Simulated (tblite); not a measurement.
C6H10O (charge +1 and doublet state).
Atom-mapped SMILES: `[CH2+:1][CH:2][C@@H:3]1[CH2:4][C@H:5]1[O:6][CH3:7]` (hydrogens: H8, H9 on C1; H10 on C2; H11 on C3; H12, H13 on C4; H14 on C5; H15, H16, H17 on C7)

Computed with GFN2-xTB (tblite), gas phase: L-BFGS steps from a force-field or distance-geometry start until the largest atomic force falls under 0.01 eV/Å.

Step 41: E = -584.3723 eV
```
atom  x, y, z in Å  |  force x, y, z in eV/Å
C1      2.4306    0.7404   -0.8542    0.049   0.002  -0.055
C2      1.6098   -0.3149   -0.6749   -0.114   0.103  -0.083
C3      0.8949   -0.5498    0.5451    0.103  -0.078  -0.033
C4      0.0106   -1.7199    0.8086   -0.168   0.072  -0.017
C5     -0.7557   -0.5333    0.3343    0.088   0.044  -0.015
O6     -1.3879    0.2557    1.1850   -0.064  -0.071   0.032
C7     -2.2780    1.2349    0.7040   -0.015   0.052  -0.021
H8      2.9397    0.9476   -1.7828   -0.039  -0.208   0.026
H9      2.6200    1.4411   -0.0638    0.008   0.129   0.187
H10     1.4135   -0.9922   -1.4912    0.015  -0.097  -0.128
H11     1.1961    0.0340    1.4075   -0.032   0.006  -0.003
H12     0.0053   -2.5619    0.1279    0.190   0.051  -0.020
H13    -0.1257   -1.9891    1.8468    0.019   0.015   0.025
H14    -1.0465   -0.4741   -0.7158    0.008  -0.046   0.077
H15    -3.1629    1.2072    1.3451    0.008   0.011  -0.031
H16    -2.5488    1.0601   -0.3390   -0.068   0.022   0.014
H17    -1.8220    2.2262    0.8007    0.012  -0.008   0.046
```

Step 42: E = -584.3764 eV
```
atom  x, y, z in Å  |  force x, y, z in eV/Å
C1      2.4346    0.7399   -0.8537    0.037   0.021   0.033
C2      1.6076   -0.3120   -0.6794   -0.119   0.086  -0.047
C3      0.8951   -0.5478    0.5425    0.087  -0.075  -0.004
C4      0.0107   -1.7181    0.8102   -0.135   0.046  -0.034
C5     -0.7547   -0.5317    0.3351    0.057   0.023  -0.023
O6     -1.3897    0.2550    1.1864   -0.058  -0.046   0.009
C7     -2.2797    1.2345    0.7039   -0.025   0.029  -0.021
H8      2.9422    0.9426   -1.7829   -0.013  -0.173   0.007
H9      2.6315    1.4373   -0.0571   -0.017   0.046   0.082
H10     1.4062   -0.9883   -1.4970    0.028  -0.054  -0.101
H11     1.1973    0.0347    1.4060   -0.028   0.008  -0.023
H12     0.0096   -2.5607    0.1285    0.170   0.071   0.009
H13    -0.1253   -1.9867    1.8497    0.031   0.024  -0.014
H14    -1.0491   -0.4764   -0.7144    0.016  -0.036   0.082
H15    -3.1658    1.2041    1.3430    0.004   0.017  -0.018
H16    -2.5515    1.0593   -0.3390   -0.051   0.023   0.018
H17    -1.8259    2.2264    0.8018    0.016  -0.011   0.046
```

Step 43: E = -584.3841 eV
```
atom  x, y, z in Å  |  force x, y, z in eV/Å
C1      2.4455    0.7396   -0.8517   -0.043  -0.096   0.072
C2      1.5998   -0.3017   -0.6900   -0.095   0.045   0.032
C3      0.8939   -0.5399    0.5368    0.016  -0.065   0.056
C4      0.0112   -1.7136    0.8135   -0.022   0.009  -0.053
C5     -0.7542   -0.5317    0.3341   -0.047  -0.005   0.007
O6     -1.3979    0.2466    1.1882   -0.041   0.022  -0.062
C7     -2.2826    1.2331    0.7048   -0.038  -0.017  -0.002
H8      2.9560    0.9230   -1.7812    0.031  -0.084  -0.021
H9      2.6551    1.4279   -0.0468   -0.033  -0.015  -0.016
H10     1.3865   -0.9769   -1.5106    0.068   0.057  -0.018
H11     1.1948    0.0418    1.4020   -0.011   0.021  -0.060
H12     0.0352   -2.5558    0.1303    0.089   0.078   0.053
H13    -0.1309   -1.9803    1.8554    0.082   0.043  -0.106
H14    -1.0604   -0.4857   -0.7112    0.041  -0.009   0.042
H15    -3.1706    1.1985    1.3394   -0.015   0.038   0.023
H16    -2.5601    1.0625   -0.3376   -0.001   0.016   0.012
H17    -1.8284    2.2247    0.8080    0.019  -0.037   0.042
```

Step 44: E = -584.3873 eV
```
atom  x, y, z in Å  |  force x, y, z in eV/Å
C1      2.4482    0.7386   -0.8534   -0.009  -0.050   0.141
C2      1.5941   -0.2946   -0.6931   -0.089  -0.008   0.085
C3      0.8914   -0.5346    0.5351   -0.014  -0.042   0.064
C4      0.0123   -1.7109    0.8136    0.017  -0.008  -0.048
C5     -0.7574   -0.5346    0.3318   -0.063  -0.018   0.016
O6     -1.4045    0.2391    1.1871   -0.040   0.034  -0.051
C7     -2.2835    1.2322    0.7067   -0.039  -0.031  -0.014
H8      2.9663    0.9107   -1.7799    0.035  -0.053  -0.038
H9      2.6617    1.4237   -0.0449   -0.036  -0.032  -0.069
H10     1.3808   -0.9694   -1.5124    0.046   0.031  -0.053
H11     1.1893    0.0480    1.4001   -0.001   0.041  -0.055
H12     0.0533   -2.5529    0.1323    0.046   0.054   0.040
H13    -0.1349   -1.9773    1.8551    0.105   0.046  -0.108
H14    -1.0661   -0.4930   -0.7118    0.041   0.008   0.006
H15    -3.1715    1.2001    1.3403   -0.026   0.042   0.040
H16    -2.5634    1.0672   -0.3356    0.005   0.007  -0.002
H17    -1.8230    2.2199    0.8124    0.021  -0.020   0.046
```

**Question.** Estimate the geometry and energy of step 45. (The exact step hangs on the optimiser's Hessian estimate; all steps are aligned on step 44, rigid shifts and turns removed.)

**Answer.** E = -584.3913 eV, largest force 0.146 eV/Å
```
atom  x, y, z in Å  |  force x, y, z in eV/Å
C1      2.4576    0.7343   -0.8532   -0.018  -0.103   0.090
C2      1.5822   -0.2822   -0.6962   -0.003  -0.042   0.045
C3      0.8853   -0.5248    0.5332   -0.049   0.015   0.045
C4      0.0148   -1.7066    0.8139    0.052  -0.018  -0.034
C5     -0.7656   -0.5422    0.3281   -0.064  -0.011   0.026
O6     -1.4148    0.2274    1.1842   -0.043   0.025  -0.018
C7     -2.2860    1.2287    0.7092   -0.040  -0.007  -0.002
H8      2.9875    0.8909   -1.7774   -0.006  -0.040  -0.003
H9      2.6819    1.4118   -0.0436   -0.018   0.013  -0.033
H10     1.3632   -0.9514   -1.5192    0.036   0.034  -0.033
H11     1.1755    0.0648    1.3947    0.020   0.057  -0.026
H12     0.0825   -2.5488    0.1378   -0.007   0.002   0.002
H13    -0.1371   -1.9698    1.8544    0.124   0.032  -0.071
H14    -1.0760   -0.5046   -0.7133    0.034   0.019  -0.049
H15    -3.1737    1.1996    1.3427   -0.034   0.045   0.045
H16    -2.5679    1.0735   -0.3333    0.006  -0.002  -0.026
H17    -1.8164    2.2117    0.8215    0.011  -0.018   0.040
```

The energy changes by -0.0040 eV. The first-order estimate −F·Δx gives -0.0060 eV and the mean of the old and new forces, exact on a quadratic surface, -0.0040 eV. The step makes an angle of 76° with the force vector and moves no atom by more than 0.030 Å.

The cost below is that of the whole relaxation. The run took 0.54 s on Arm Neoverse V1, one thread, no GPU, shared host with 32 logical CPUs at a one-minute load of 14.
